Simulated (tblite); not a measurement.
Isomers of C3H4Cl2OSi. Level: GFN2-xTB in tblite, geometry and Hessian alike; calculated harmonic values, unscaled, isolated species. Against measured fundamentals such values can be off by several per cent, at times by over 20. Modes of hydrogen on silicon can be 10 to 20 % off. One conformer each.

Electronic energies: GFN2-xTB at the same geometries; isomer energies are rough at this level and their order can be wrong.

| SMILES | electronic energy, lowest = 0 (kcal/mol) |
| --- | --- |
| O=C(Cl)/C([SiH3])=C\Cl | 39.6 |
| ClC[Si@]1(Cl)C=CO1 | 24.5 |
| C=C1O[Si@@H](Cl)[C@@H]1Cl | 0.0 |
| O=C(Cl)/C=C(/[SiH3])Cl | 40.8 |

**Question.** How do GFN2-xTB zero-point energies change the relative energies?

**Answer.** 
```json
{"SMILES": "C=C1O[Si@@H](Cl)[C@@H]1Cl", "ZPE (kcal/mol)": "39.6", "of it from modes above 1550 cm⁻¹": "19.2", "electronic (kcal/mol)": "0.0", "with ZPE, lowest = 0 (kcal/mol)": "0.0", "lowest mode (cm⁻¹)": "69", "rings": "1"}
{"SMILES": "ClC[Si@]1(Cl)C=CO1", "ZPE (kcal/mol)": "40.6", "of it from modes above 1550 cm⁻¹": "19.8", "electronic (kcal/mol)": "24.5", "with ZPE, lowest = 0 (kcal/mol)": "25.4", "lowest mode (cm⁻¹)": "35", "rings": "1"}
{"SMILES": "O=C(Cl)/C([SiH3])=C\\Cl", "ZPE (kcal/mol)": "35.5", "of it from modes above 1550 cm⁻¹": "19.0", "electronic (kcal/mol)": "39.6", "with ZPE, lowest = 0 (kcal/mol)": "35.5", "lowest mode (cm⁻¹)": "8", "rings": "0"}
{"SMILES": "O=C(Cl)/C=C(/[SiH3])Cl", "ZPE (kcal/mol)": "35.2", "of it from modes above 1550 cm⁻¹": "19.1", "electronic (kcal/mol)": "40.8", "with ZPE, lowest = 0 (kcal/mol)": "36.4", "lowest mode (cm⁻¹)": "39", "rings": "0"}
```

The zero-point energies span 5.4 kcal/mol, from `O=C(Cl)/C=C(/[SiH3])Cl` to `ClC[Si@]1(Cl)C=CO1`. The order is unchanged.

**Question.** What do entropy and thermal enthalpy add at 298.15 K and 1 bar (rigid rotor, harmonic oscillator, one conformer each)?

**Answer.** 
| SMILES | point group | symmetry number | S (cal/(mol K)) | H − H(0) (kcal/mol) | ZPE + H − H(0) − TS (kcal/mol) |
| --- | --- | --- | --- | --- | --- |
| C=C1O[Si@@H](Cl)[C@@H]1Cl | C1 | 1 | 91.0 | 5.68 | 18.1 |
| ClC[Si@]1(Cl)C=CO1 | C1 | 1 | 94.2 | 5.90 | 18.4 |
| O=C(Cl)/C=C(/[SiH3])Cl | Cs | 1 | 97.5 | 6.38 | 12.5 |

Not tabulated: `O=C(Cl)/C([SiH3])=C\Cl` (lowest mode only 8 cm⁻¹).
